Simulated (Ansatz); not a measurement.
Reaction (homolysis of the B–O bond): `CCOBS` → `[BH]S`• + `CC[O]`•

Calculated with Ansatz (gas phase, PBE0-D4/def2-TZVP geometries, no zero-point term in ΔE). CCSD(T)/CBS adds triple-zeta CCSD(T) − MP2 to the extrapolated MP2 energy (def2 sets, frozen cores). This one scheme is used for every species. Functionals use def2-TZVPP. No spin–orbit coupling; open shells (•) take unrestricted orbitals. Each species was taken in one conformer, which may not be the lowest.

```csv
level,ΔE (eV),difference from CCSD(T)/CBS
r2SCAN-D4,5.63,-0.47
ωB97X-V,5.96,-0.14
PBE,5.68,-0.42
r2SCAN,5.60,-0.50
MP2/def2-TZVPP,6.39,0.29
SCS-MP2/def2-TZVPP,6.26,0.16
CCSD/def2-TZVPP,5.87,-0.23
HF/def2-QZVPP,4.56,-1.54
SCS-MP2/def2-QZVPP,6.34,0.24
CCSD/CBS(def2),5.99,-0.11
CCSD(T)/CBS,6.10,0
```

Largest T1 diagnostic among the species: 0.018.

In def2-TZVPP, CCSD(T) changes the Hartree–Fock value by +1.42 eV (the triples alone add +0.11 eV) and MP2 by +1.83 eV; breaking electron pairs costs correlation energy, which Hartree–Fock lacks. The D4 term adds +0.12 eV with B3LYP and +0.07 eV with PBE0; it sums over pairs of atoms, weighted by their polarisabilities, and B3LYP, whose exchange is more repulsive, gets the larger term.

B3LYP here is the variant with VWN-RPA as its local correlation; programs differ in this.
